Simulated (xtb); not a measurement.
Input for xtb: GFN2-xTB on H6MoO2 (SMILES [OH][MoH4][OH]), 2S+1 = 3, a spin state set in the input, which need not be the lowest.

```
$ xtb mol.xyz --gfn 2 --sp --chrg 0 --uhf 2
9

Mo    -0.31557076    -0.04967400     0.07547150
O      0.91619695     1.38657410     0.29829442
H      1.69967065     1.56762241    -0.23066671
O     -1.58667736    -0.03241771     1.47087766
H     -1.44466849    -0.47539369     2.31627385
H      1.06413019    -0.63561869    -1.37874877
H     -1.35060421    -0.08159472    -1.27750439
H      0.31415854    -1.61670359     0.29616624
H      0.59822294    -0.19657273    -1.80917186
```

### Question
Give the final energy of this run.

### Answer
-13.2587 hartree.
